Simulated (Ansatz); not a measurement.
Stretching the Br1–H2 bond in HBr (multiplicity 1 held). Energies count from the point at 1.425 Å.


Unrestricted levels (U-) break spin symmetry where that is lower. Active spaces are followed from rest. Curves can end on different states.

Frozen-core correlation. Filled d and f shells under p-block atoms count as core.

Programs: Ansatz (Gaussian orbitals). Values without a source in brackets are computed.

### Question
What is the computed energy at R = 5.699 Å (U-SCS-MP2/cc-pVTZ)?

### Answer
3.92 eV

Doubts at one or more of the structures used: a spin-contaminated determinant (U-SCS-MP2/cc-pVTZ).

Ansatz is a first-principles code.
